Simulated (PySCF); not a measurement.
Two-photon absorption: 4,4-dimethyl-1-hexene, C8H16

Geometry:
| atom | x (Å) | y (Å) | z (Å) |
| --- | --- | --- | --- |
| C1 | 2.842 | -1.031 | 0.601 |
| C2 | 1.693 | -0.407 | 0.867 |
| C3 | 0.993 | 0.544 | -0.050 |
| C4 | -0.368 | 0.053 | -0.600 |
| C5 | -0.143 | -1.165 | -1.497 |
| C6 | -0.978 | 1.179 | -1.437 |
| C7 | -1.328 | -0.354 | 0.534 |
| C8 | -1.617 | 0.698 | 1.594 |
| H9 | 3.364 | -0.879 | -0.349 |
| H10 | 3.305 | -1.712 | 1.320 |
| H11 | 1.212 | -0.593 | 1.836 |
| H12 | 1.648 | 0.775 | -0.907 |
| H13 | 0.831 | 1.499 | 0.481 |
| H14 | 0.322 | -1.992 | -0.938 |
| H15 | 0.519 | -0.917 | -2.343 |
| H16 | -1.097 | -1.527 | -1.912 |
| H17 | -1.132 | 2.095 | -0.844 |
| H18 | -1.953 | 0.877 | -1.852 |
| H19 | -0.319 | 1.440 | -2.280 |
| H20 | -2.278 | -0.668 | 0.067 |
| H21 | -0.929 | -1.260 | 1.023 |
| H22 | -0.711 | 0.988 | 2.149 |
| H23 | -2.340 | 0.318 | 2.332 |
| H24 | -2.046 | 1.615 | 1.161 |

Level of theory: TDDFT CAM-B3LYP/aug-cc-pVDZ excited states, vertical, gas phase in PySCF 2.14.0. Geometry: PBE0-D3(BJ)/def2-SVP.

(1) How strongly do the lowest singlets absorb one photon, and two photons of half the energy?

## Answers

(1) δ for parallel linear polarisation; σ at the peak of a Lorentzian of half width 0.1 eV, single beam; Ω is circular over linear.
```
state  E (eV)      f  photon λ (nm)  δ (au)  σ (GM)     Ω                                main
   S1    6.57  0.023            378    71.3    1.13  1.42    HOMO→LUMO 0.54, HOMO→LUMO+2 0.29
   S2    6.90  0.166            359    48.6    0.85  0.88  HOMO→LUMO+4 0.34, HOMO→LUMO+1 0.26
   S3    7.02  0.140            353    66.7    1.21  0.46  HOMO→LUMO+1 0.39, HOMO→LUMO+5 0.15
   S4    7.27  0.058            341    21.6    0.42  1.16    HOMO→LUMO+2 0.38, HOMO→LUMO 0.20
   S5    7.44  0.022            333    12.4    0.25  1.07  HOMO→LUMO+3 0.47, HOMO→LUMO+4 0.12
   S6    7.83  0.006            317    51.9    1.17  1.38  HOMO→LUMO+5 0.21, HOMO→LUMO+6 0.18
```
